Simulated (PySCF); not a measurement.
C₄H₆O (SMILES C=CCC=O), singlet, at a GFN2-xTB geometry; CISD/cc-pVDZ in PySCF.

PySCF was given this input:
```python
from pyscf import gto, scf, ci

mol = gto.Mole()
mol.atom = '''
    C    -2.223447   -0.147909    0.255516
    C    -1.147013    0.176059   -0.435624
    C     0.118357    0.703991    0.173239
    C     1.150835   -0.393135    0.211243
    O     2.232542   -0.348319   -0.298531
    H    -2.271114   -0.028012    1.325714
    H    -3.107546   -0.536397   -0.219758
    H    -1.120343    0.044485   -1.508636
    H    -0.069501    1.017119    1.203014
    H     0.507232    1.545411   -0.402643
    H     0.808544   -1.290095    0.764308
'''
mol.basis = 'cc-pvdz'
mol.charge = 0
mol.spin = 0
mol.verbose = 4
mol.max_memory = 1800
mol.build()

mf = scf.RHF(mol)
mf.kernel()

myci = ci.CISD(mf, frozen=5)
myci.kernel()
print('E(CISD) = %.10f' % myci.e_tot)
```

Task: Predict the main parts of the log of this PySCF run.

Result: 
```
PySCF version 2.14.0

[INPUT] verbose = 4
[INPUT] num. atoms = 11
[INPUT] num. electrons = 38
[INPUT] charge = 0
[INPUT] spin (= nelec alpha-beta = 2S) = 0
[INPUT] symmetry False subgroup None
[INPUT] Mole.unit = angstrom
[INPUT] Symbol           X                Y                Z      unit          X                Y                Z       unit  Magmom
[INPUT]  1 C     -2.223447000000  -0.147909000000   0.255516000000 AA   -4.201705882486  -0.279507501358   0.482855260444 Bohr   0.0
[INPUT]  2 C     -1.147013000000   0.176059000000  -0.435624000000 AA   -2.167540431316   0.332703291765  -0.823210053288 Bohr   0.0
[INPUT]  3 C      0.118357000000   0.703991000000   0.173239000000 AA    0.223662314925   1.330350184159   0.327374264094 Bohr   0.0
[INPUT]  4 C      1.150835000000  -0.393135000000   0.211243000000 AA    2.174762964564  -0.742917479981   0.399191415731 Bohr   0.0
[INPUT]  5 O      2.232542000000  -0.348319000000  -0.298531000000 AA    4.218892941589  -0.658227513982  -0.564141829693 Bohr   0.0
[INPUT]  6 H     -2.271114000000  -0.028012000000   1.325714000000 AA   -4.291783457665  -0.052935008201   2.505236379502 Bohr   0.0
[INPUT]  7 H     -3.107546000000  -0.536397000000  -0.219758000000 AA   -5.872410859488  -1.013643424038  -0.415282433682 Bohr   0.0
[INPUT]  8 H     -1.120343000000   0.044485000000  -1.508636000000 AA   -2.117141435574   0.084064466651  -2.850908861659 Bohr   0.0
[INPUT]  9 H     -0.069501000000   1.017119000000   1.203014000000 AA   -0.131337855383   1.922076346091   2.273366984018 Bohr   0.0
[INPUT] 10 H      0.507232000000   1.545411000000  -0.402643000000 AA    0.958529561615   2.920403539890  -0.760884995973 Bohr   0.0
[INPUT] 11 H      0.808544000000  -1.290095000000   0.764308000000 AA    1.527926719660  -2.437926224671   1.444332794814 Bohr   0.0

nuclear repulsion = 156.484882771476
number of shells = 43
number of NR pGTOs = 172
number of NR cGTOs = 100
basis = cc-pvdz
ecp = {}

******** <class 'pyscf.scf.hf.RHF'> ********
method = RHF
initial guess = minao
damping factor = 0
level_shift factor = 0
DIIS = <class 'pyscf.scf.diis.CDIIS'>
diis_start_cycle = 1
diis_space = 8
diis_damp = 0
SCF conv_tol = 1e-09
SCF conv_tol_grad = None
SCF max_cycles = 50
direct_scf = True
direct_scf_tol = 1e-13
Set gradient conv threshold to 3.16228e-05
Initial guess from minao.
init E= -230.742287052186
  HOMO = -0.259547157835498  LUMO = -0.00189692696075339  gap/eV = 7.01102
cycle= 1 E= -229.667508401127  delta_E= 1.07  |g|= 0.743  |ddm|= 2.98
  HOMO = -0.334210386585539  LUMO = 0.0853353549180196  gap/eV = 11.41642
cycle= 2 E= -229.742253603386  delta_E= -0.0747  |g|=  0.6  |ddm|= 0.909
  HOMO = -0.38245537811198  LUMO = 0.113774593958602  gap/eV = 13.50311
cycle= 3 E= -229.809243606372  delta_E= -0.067  |g|= 0.0661  |ddm|= 0.434
  HOMO = -0.37666349172999  LUMO = 0.129174847066616  gap/eV = 13.76456
cycle= 4 E= -229.811435852472  delta_E= -0.00219  |g|= 0.0184  |ddm|= 0.104
  HOMO = -0.379254343961703  LUMO = 0.127024569251905  gap/eV = 13.77655
cycle= 5 E= -229.811623214987  delta_E= -0.000187  |g|= 0.00827  |ddm|= 0.0366
  HOMO = -0.378974283736472  LUMO = 0.127915410915303  gap/eV = 13.79317
cycle= 6 E= -229.811671653003  delta_E= -4.84e-05  |g|= 0.00315  |ddm|= 0.0205
  HOMO = -0.378901357819466  LUMO = 0.128106799102627  gap/eV = 13.79639
cycle= 7 E= -229.811677547955  delta_E= -5.89e-06  |g|= 0.000976  |ddm|= 0.00729
  HOMO = -0.378943652012149  LUMO = 0.128085614756776  gap/eV = 13.79697
cycle= 8 E= -229.811677977083  delta_E= -4.29e-07  |g|= 0.000267  |ddm|= 0.00159
  HOMO = -0.378912135237918  LUMO = 0.128110575357307  gap/eV = 13.79679
cycle= 9 E= -229.811678015869  delta_E= -3.88e-08  |g|= 6.64e-05  |ddm|= 0.000444
  HOMO = -0.378910641185333  LUMO = 0.128102467041752  gap/eV = 13.79653
cycle= 10 E= -229.811678018346  delta_E= -2.48e-09  |g|= 1.6e-05  |ddm|= 0.000129
  HOMO = -0.378913770538416  LUMO = 0.128100822448717  gap/eV = 13.79657
cycle= 11 E= -229.811678018515  delta_E= -1.69e-10  |g|= 5.81e-06  |ddm|= 3.69e-05
  HOMO = -0.378912487497264  LUMO = 0.128101216042685  gap/eV = 13.79655
Extra cycle  E= -229.811678018531  delta_E= -1.57e-11  |g|= 2.6e-06  |ddm|= 8.71e-06
converged SCF energy = -229.811678018531

******** <class 'pyscf.ci.cisd.RCISD'> ********
CISD nocc = 14, nmo = 95
frozen orbitals 5
max_cycle = 50
direct = 0
conv_tol = 1e-09
max_cycle = 50
max_space = 12
lindep = 0
nroots = 1
Init t2, MP2 energy = -0.714112249868785
RCISD converged
E(RCISD) = -230.443981325762  E_corr = -0.6323033072313549
E(CISD) = -230.4439813258
```
